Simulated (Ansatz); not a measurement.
Method: B3LYP-D3(BJ)/def2-SVP (Ansatz, a program for electronic structure). No frequencies were computed at this level.

Ansatz 0.2 input:
```yaml
crystal:
  periodic: [false, false, false]
  atoms:
    - { symbol: S, position_ang: [-4.679941, 2.788961, -0.930013] }
    - { symbol: Ge, position_ang: [-3.548776, 1.55969, 0.514904] }
    - { symbol: Ge, position_ang: [-2.700854, -0.505086, -0.406626] }
    - { symbol: Ge, position_ang: [-1.349545, -1.919544, 0.99004] }
    - { symbol: Ge, position_ang: [-0.807339, -4.117449, 0.189816] }
    - { symbol: Ge, position_ang: [0.693065, -5.435145, 1.528594] }
    - { symbol: Ge, position_ang: [1.24803, -7.684063, 0.841908] }
    - { symbol: S, position_ang: [2.780656, -8.645229, 2.110138] }
    - { symbol: H, position_ang: [-3.772448, 2.688895, -1.89142] }
    - { symbol: H, position_ang: [-4.516483, 1.361041, 1.662467] }
    - { symbol: H, position_ang: [-2.44807, 2.4274, 1.118268] }
    - { symbol: H, position_ang: [-3.866548, -1.285782, -0.98373] }
    - { symbol: H, position_ang: [-1.937292, -0.165905, -1.678583] }
    - { symbol: H, position_ang: [-0.071624, -1.177862, 1.332904] }
    - { symbol: H, position_ang: [-1.99619, -2.032561, 2.357449] }
    - { symbol: H, position_ang: [-2.083619, -4.903965, -0.040716] }
    - { symbol: H, position_ang: [-0.25839, -4.028804, -1.221431] }
    - { symbol: H, position_ang: [0.163875, -5.515879, 2.953501] }
    - { symbol: H, position_ang: [1.98597, -4.675365, 1.760185] }
    - { symbol: H, position_ang: [1.824316, -7.778746, -0.555592] }
    - { symbol: H, position_ang: [0.026697, -8.598097, 0.795596] }
    - { symbol: H, position_ang: [2.210123, -8.2956, 3.255265] }
basis:
  gaussian: { orbitals: def2-svp }
hamiltonian:
  xc: b3lyp
  dispersion: d3bj
relax:
  max_steps: 150
```

Output:

```
[...]
these checks for a lower state are left out or cut short: starts, cluster_reference, orbital_swaps, neighbouring_geometries, increment
3141 factors; integrals over basis functions are off by at most 3.4e-4 eV
mean field evaluation 128: about -360970.1374 eV, gradient 6.7e-6 eV
mean field -360970.13741401 eV, -13265.4078756181 hartree, gradient 6.7e-6 eV, S^2 0.000000; 0 other end points of the search recorded, 0 dependent functions left out
reference -360970.13791081 eV, -13265.4078938750 hartree; 119, 119 occupied and 179, 179 virtual orbitals, 3141 factors
relax step  18: F+E_penalty+E_count = -360971.45639825 eV  Δ(F+E_penalty+E_count) = +7.058e-5 eV  max|allowed force component| = 3.559e-2 eV/Å  Δτ_max = 0.0496 Å  (28 SCF iters, rejected (line search))
these checks for a lower state are left out or cut short: starts, cluster_reference, orbital_swaps, neighbouring_geometries, increment
3141 factors; integrals over basis functions are off by at most 3.4e-4 eV
mean field -360970.13788032 eV, -13265.4078927546 hartree, gradient 6.3e-6 eV, S^2 0.000000; 0 other end points of the search recorded, 0 dependent functions left out
reference -360970.13837710 eV, -13265.4079110108 hartree; 119, 119 occupied and 179, 179 virtual orbitals, 3141 factors
relax step  19: F+E_penalty+E_count = -360971.45660006 eV  Δ(F+E_penalty+E_count) = -1.312e-4 eV  max|allowed force component| = 1.962e-2 eV/Å  Δτ_max = 0.0244 Å  (28 SCF iters, accepted)
these checks for a lower state are left out or cut short: starts, cluster_reference, orbital_swaps, neighbouring_geometries, increment
3141 factors; integrals over basis functions are off by at most 3.4e-4 eV
mean field -360970.13748816 eV, -13265.4078783429 hartree, gradient 7.1e-6 eV, S^2 0.000000; 0 other end points of the search recorded, 0 dependent functions left out
reference -360970.13798511 eV, -13265.4078966053 hartree; 119, 119 occupied and 179, 179 virtual orbitals, 3141 factors
relax step  20: F+E_penalty+E_count = -360971.45592900 eV  Δ(F+E_penalty+E_count) = +6.711e-4 eV  max|allowed force component| = 6.392e-2 eV/Å  Δτ_max = 0.0743 Å  (29 SCF iters, rejected (line search))
these checks for a lower state are left out or cut short: starts, cluster_reference, orbital_swaps, neighbouring_geometries, increment
3141 factors; integrals over basis functions are off by at most 3.4e-4 eV
mean field -360970.13808948 eV, -13265.4079004408 hartree, gradient 6.5e-6 eV, S^2 0.000000; 0 other end points of the search recorded, 0 dependent functions left out
reference -360970.13858655 eV, -13265.4079187081 hartree; 119, 119 occupied and 179, 179 virtual orbitals, 3141 factors
relax step  21: F+E_penalty+E_count = -360971.45667351 eV  Δ(F+E_penalty+E_count) = -7.345e-5 eV  max|allowed force component| = 2.946e-2 eV/Å  Δτ_max = 0.0362 Å  (28 SCF iters, accepted)
these checks for a lower state are left out or cut short: starts, cluster_reference, orbital_swaps, neighbouring_geometries, increment
3141 factors; integrals over basis functions are off by at most 3.4e-4 eV
mean field -360970.13838907 eV, -13265.4079114507 hartree, gradient 1.6e-5 eV, S^2 0.000000; 0 other end points of the search recorded, 0 dependent functions left out
reference -360970.13888608 eV, -13265.4079297156 hartree; 119, 119 occupied and 179, 179 virtual orbitals, 3141 factors
relax step  22: F+E_penalty+E_count = -360971.45687715 eV  Δ(F+E_penalty+E_count) = -2.036e-4 eV  max|allowed force component| = 2.493e-2 eV/Å  Δτ_max = 0.0096 Å  (23 SCF iters, accepted)
these checks for a lower state are left out or cut short: starts, cluster_reference, orbital_swaps, neighbouring_geometries, increment
3141 factors; integrals over basis functions are off by at most 3.4e-4 eV
mean field -360970.13841947 eV, -13265.4079125679 hartree, gradient 4.9e-5 eV, S^2 0.000000; 0 other end points of the search recorded, 0 dependent functions left out
reference -360970.13891650 eV, -13265.4079308335 hartree; 119, 119 occupied and 179, 179 virtual orbitals, 3141 factors
relax step  23: F+E_penalty+E_count = -360971.45691702 eV  Δ(F+E_penalty+E_count) = -3.987e-5 eV  max|allowed force component| = 2.478e-2 eV/Å  Δτ_max = 0.0030 Å  (20 SCF iters, accepted)
these checks for a lower state are left out or cut short: starts, cluster_reference, orbital_swaps, neighbouring_geometries, increment
3141 factors; integrals over basis functions are off by at most 3.4e-4 eV
mean field evaluation 160: about -360970.1335 eV, gradient 4.8e-1 eV
mean field -360970.13850879 eV, -13265.4079158502 hartree, gradient 1.7e-5 eV, S^2 0.000000; 0 other end points of the search recorded, 0 dependent functions left out
reference -360970.13900590 eV, -13265.4079341189 hartree; 119, 119 occupied and 179, 179 virtual orbitals, 3141 factors
relax step  24: F+E_penalty+E_count = -360971.45698973 eV  Δ(F+E_penalty+E_count) = -7.271e-5 eV  max|allowed force component| = 2.512e-2 eV/Å  Δτ_max = 0.0113 Å  (23 SCF iters, accepted)
these checks for a lower state are left out or cut short: starts, cluster_reference, orbital_swaps, neighbouring_geometries, increment
3141 factors; integrals over basis functions are off by at most 3.4e-4 eV
mean field -360970.13881187 eV, -13265.4079269882 hartree, gradient 6.7e-6 eV, S^2 0.000000; 0 other end points of the search recorded, 0 dependent functions left out
reference -360970.13930931 eV, -13265.4079452690 hartree; 119, 119 occupied and 179, 179 virtual orbitals, 3141 factors
relax step  25: F+E_penalty+E_count = -360971.45713562 eV  Δ(F+E_penalty+E_count) = -1.459e-4 eV  max|allowed force component| = 2.466e-2 eV/Å  Δτ_max = 0.0356 Å  (28 SCF iters, accepted)
these checks for a lower state are left out or cut short: starts, cluster_reference, orbital_swaps, neighbouring_geometries, increment
3141 factors; integrals over basis functions are off by at most 3.4e-4 eV
mean field -360970.13915180 eV, -13265.4079394806 hartree, gradient 6.7e-6 eV, S^2 0.000000; 0 other end points of the search recorded, 0 dependent functions left out
reference -360970.13964959 eV, -13265.4079577739 hartree; 119, 119 occupied and 179, 179 virtual orbitals, 3141 factors
relax step  26: F+E_penalty+E_count = -360971.45723160 eV  Δ(F+E_penalty+E_count) = -9.599e-5 eV  max|allowed force component| = 2.750e-2 eV/Å  Δτ_max = 0.0336 Å  (28 SCF iters, accepted)
these checks for a lower state are left out or cut short: starts, cluster_reference, orbital_swaps, neighbouring_geometries, increment
3141 factors; integrals over basis functions are off by at most 3.4e-4 eV
mean field -360970.13927049 eV, -13265.4079438424 hartree, gradient 6.0e-6 eV, S^2 0.000000; 0 other end points of the search recorded, 0 dependent functions left out
reference -360970.13976841 eV, -13265.4079621406 hartree; 119, 119 occupied and 179, 179 virtual orbitals, 3141 factors
relax step  27: F+E_penalty+E_count = -360971.45729954 eV  Δ(F+E_penalty+E_count) = -6.793e-5 eV  max|allowed force component| = 2.592e-2 eV/Å  Δτ_max = 0.0133 Å  (24 SCF iters, accepted)
these checks for a lower state are left out or cut short: starts, cluster_reference, orbital_swaps, neighbouring_geometries, increment
3141 factors; integrals over basis functions are off by at most 3.4e-4 eV
mean field -360970.13925826 eV, -13265.4079433928 hartree, gradient 6.2e-6 eV, S^2 0.000000; 0 other end points of the search recorded, 0 dependent functions left out
reference -360970.13975627 eV, -13265.4079616943 hartree; 119, 119 occupied and 179, 179 virtual orbitals, 3141 factors
relax step  28: F+E_penalty+E_count = -360971.45735578 eV  Δ(F+E_penalty+E_count) = -5.624e-5 eV  max|allowed force component| = 2.102e-2 eV/Å  Δτ_max = 0.0128 Å  (24 SCF iters, accepted)
these checks for a lower state are left out or cut short: starts, cluster_reference, orbital_swaps, neighbouring_geometries, increment
3141 factors; integrals over basis functions are off by at most 3.4e-4 eV
mean field evaluation 192: about -360970.1299 eV, gradient 1.1e0 eV
mean field -360970.13885228 eV, -13265.4079284735 hartree, gradient 6.7e-6 eV, S^2 0.000000; 0 other end points of the search recorded, 0 dependent functions left out
reference -360970.13935044 eV, -13265.4079467802 hartree; 119, 119 occupied and 179, 179 virtual orbitals, 3141 factors
relax step  29: F+E_penalty+E_count = -360971.45737546 eV  Δ(F+E_penalty+E_count) = -1.968e-5 eV  max|allowed force component| = 2.834e-2 eV/Å  Δτ_max = 0.0280 Å  (28 SCF iters, accepted)
these checks for a lower state are left out or cut short: starts, cluster_reference, orbital_swaps, neighbouring_geometries, increment
3141 factors; integrals over basis functions are off by at most 3.4e-4 eV
mean field -360970.13871847 eV, -13265.4079235558 hartree, gradient 6.8e-6 eV, S^2 0.000000; 0 other end points of the search recorded, 0 dependent functions left out
reference -360970.13921664 eV, -13265.4079418634 hartree; 119, 119 occupied and 179, 179 virtual orbitals, 3141 factors
relax step  30: F+E_penalty+E_count = -360971.45726085 eV  Δ(F+E_penalty+E_count) = +1.146e-4 eV  max|allowed force component| = 3.449e-2 eV/Å  Δτ_max = 0.0321 Å  (28 SCF iters, rejected (line search))
these checks for a lower state are left out or cut short: starts, cluster_reference, orbital_swaps, neighbouring_geometries, increment
3141 factors; integrals over basis functions are off by at most 3.4e-4 eV
mean field -360970.13898260 eV, -13265.4079332624 hartree, gradient 2.5e-5 eV, S^2 0.000000; 0 other end points of the search recorded, 0 dependent functions left out
reference -360970.13948073 eV, -13265.4079515685 hartree; 119, 119 occupied and 179, 179 virtual orbitals, 3141 factors
relax step  31: F+E_penalty+E_count = -360971.45743726 eV  Δ(F+E_penalty+E_count) = -6.179e-5 eV  max|allowed force component| = 1.629e-2 eV/Å  Δτ_max = 0.0069 Å  (23 SCF iters, accepted)
these checks for a lower state are left out or cut short: starts, cluster_reference, orbital_swaps, neighbouring_geometries, increment
3141 factors; integrals over basis functions are off by at most 3.4e-4 eV
mean field -360970.13895089 eV, -13265.4079320972 hartree, gradient 8.0e-5 eV, S^2 0.000000; 0 other end points of the search recorded, 0 dependent functions left out
reference -360970.13944904 eV, -13265.4079504037 hartree; 119, 119 occupied and 179, 179 virtual orbitals, 3141 factors
relax step  32: F+E_penalty+E_count = -360971.45745008 eV  Δ(F+E_penalty+E_count) = -1.283e-5 eV  max|allowed force component| = 1.016e-2 eV/Å  Δτ_max = 0.0035 Å  (20 SCF iters, accepted)
these checks for a lower state are left out or cut short: starts, cluster_reference, orbital_swaps, neighbouring_geometries, increment
3141 factors; integrals over basis functions are off by at most 3.4e-4 eV
mean field -360970.13891171 eV, -13265.4079306572 hartree, gradient 1.4e-5 eV, S^2 0.000000; 0 other end points of the search recorded, 0 dependent functions left out
reference -360970.13940988 eV, -13265.4079489647 hartree; 119, 119 occupied and 179, 179 virtual orbitals, 3141 factors
relax step  33: F+E_penalty+E_count = -360971.45746014 eV  Δ(F+E_penalty+E_count) = -1.006e-5 eV  max|allowed force component| = 3.718e-3 eV/Å  Δτ_max = 0.0055 Å  (23 SCF iters, accepted)
3141 factors; integrals over basis functions are off by at most 3.4e-4 eV
mean field evaluation 224: about -360968.0127 eV, gradient 3.9e1 eV
mean field -360970.13891171 eV, -13265.4079306572 hartree, gradient 1.4e-5 eV, S^2 0.000000; 1 other end points of the search recorded, 0 dependent functions left out
reference -360970.13940988 eV, -13265.4079489647 hartree; 119, 119 occupied and 179, 179 virtual orbitals, 3141 factors
Total energy: -360971.45795831 eV, -13265.4564047259 hartree
Atom 0 at    -4.722867     2.658886    -0.956898 Å, force     0.001957     0.000367    -0.003718 eV/Å
Atom 1 at    -3.416342     1.547696     0.512991 Å, force    -0.000647    -0.002159     0.000144 eV/Å
Atom 2 at    -2.825443    -0.644480    -0.386100 Å, force     0.000767     0.001423    -0.000513 eV/Å
Atom 3 at    -1.328210    -1.900268     1.083547 Å, force    -0.000813    -0.001044    -0.000091 eV/Å
Atom 4 at    -0.762897    -4.089379     0.156266 Å, force    -0.000092    -0.000544     0.001062 eV/Å
Atom 5 at     0.740874    -5.343097     1.621006 Å, force     0.002045    -0.000522    -0.001036 eV/Å
Atom 6 at     1.291647    -7.554456     0.743486 Å, force     0.000085     0.000907    -0.000507 eV/Å
Atom 7 at     2.619358    -8.657256     2.200835 Å, force     0.001876    -0.000171    -0.003001 eV/Å
Atom 8 at    -3.832937     2.571161    -1.972984 Å, force    -0.002424     0.000674     0.002960 eV/Å
Atom 9 at    -4.290331     1.429097     1.777693 Å, force    -0.000375     0.000371     0.000886 eV/Å
Atom 10 at    -2.153630     2.375796     0.847607 Å, force     0.000607     0.000707    -0.000574 eV/Å
Atom 11 at    -4.119073    -1.453458    -0.627198 Å, force     0.001076     0.000544     0.000615 eV/Å
Atom 12 at    -2.137299    -0.438754    -1.755953 Å, force    -0.000440    -0.000460     0.000578 eV/Å
Atom 13 at    -0.030411    -1.090456     1.309950 Å, force    -0.000635    -0.000127    -0.000425 eV/Å
Atom 14 at    -2.002314    -2.090054     2.462416 Å, force     0.000504     0.000005    -0.000464 eV/Å
Atom 15 at    -2.061126    -4.900340    -0.063584 Å, force    -0.000227     0.000609    -0.000082 eV/Å
Atom 16 at    -0.094728    -3.901233    -1.225648 Å, force     0.000029    -0.000159     0.000206 eV/Å
Atom 17 at     0.071602    -5.521596     3.003897 Å, force    -0.000334     0.000009     0.000027 eV/Å
Atom 18 at     2.047479    -4.546429     1.830875 Å, force    -0.000671    -0.000170     0.000354 eV/Å
Atom 19 at     2.138479    -7.464155    -0.541950 Å, force    -0.000217     0.000036     0.000507 eV/Å
Atom 20 at     0.013540    -8.374579     0.449951 Å, force     0.000470    -0.000742     0.000019 eV/Å
Atom 21 at     1.750240    -8.551739     3.232719 Å, force    -0.002541     0.000447     0.003052 eV/Å
Dipole moment:     0.001123     0.001558     0.002779 e Å
```

Cost: about 50 core-minutes (a rough figure).
